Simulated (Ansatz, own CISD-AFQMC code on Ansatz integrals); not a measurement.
C2H2Si, SMILES `C1=C[Si]1` (charge 0, multiplicity 1).

Cartesian coordinates (Å):
SMILES: C1=C[Si]1
```xyz
5

C      0.6542     0.0076     0.4331
C     -0.6520    -0.0735     0.1533
Si    -0.0557     1.6500     0.0705
H      1.4265    -0.7052     0.6936
H     -1.3731    -0.8790     0.0939
```
Charge 0, multiplicity 1.

Frozen-core energies in cc-pVDZ from Ansatz (an electronic-structure program) at a geometry from B3LYP-D3(BJ)/def2-TZVP; the HF reference has <S^2> = 0.00 and the T1 diagnostic is 0.014.

```
level                                                                             energy (Ha)  difference from CCSDT(Q) (mHa)
--------------------------------------------------------------------------------  -----------  ------------------------------
HF                                                                                 -365.75010                          377.40
MP2                                                                                -366.08173                           45.77
CCSD                                                                               -366.10965                           17.86
CCSD(T)                                                                            -366.12549                            2.01
CCSDT                                                                              -366.12615                            1.35
phaseless AFQMC, CISD trial (own CISD-AFQMC code on Ansatz integrals; ±0.39 mHa)   -366.12800                           -0.50
CCSDT(Q)                                                                           -366.12750                            0.00
```
